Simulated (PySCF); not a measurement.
SMILES CCCc1ccco1 (GFN2-xTB optimised geometry):

```
18

C     -2.267    -2.318    -1.472
C     -1.251    -1.184    -1.438
C     -0.666    -0.995    -0.033
C      0.325     0.117     0.000
C      1.688     0.117     0.000
C      2.088     1.477     0.000
C      0.939     2.201    -0.003
O     -0.133     1.388    -0.004
H     -3.090    -2.115    -0.790
H     -2.672    -2.437    -2.474
H     -1.801    -3.256    -1.176
H     -1.729    -0.253    -1.751
H     -0.439    -1.396    -2.137
H     -0.174    -1.915     0.287
H     -1.478    -0.774     0.664
H      2.329    -0.741     0.004
H      3.090     1.855     0.003
H      0.753     3.256    -0.002
```

Computed with PBE0/def2-SVP (PySCF 2.14.0).

Task: What are the frontier orbital energies and the dipole moment?

Result: HOMO-2 -9.36 eV, HOMO-1 -7.90 eV, HOMO -6.20 eV, LUMO 0.63 eV, LUMO+1 1.95 eV; dipole moment 0.54 D.

Meta-Löwdin charges at PBE0/def2-SVP: C1 -0.30, C2 -0.16, C3 -0.19, C4 0.17, C5 -0.19, C6 -0.17, C7 0.03, O8 -0.24, H9 0.10, H10 0.10, H11 0.09, H12 0.09, H13 0.09, H14 0.11, H15 0.11, H16 0.12, H17 0.12, H18 0.12.
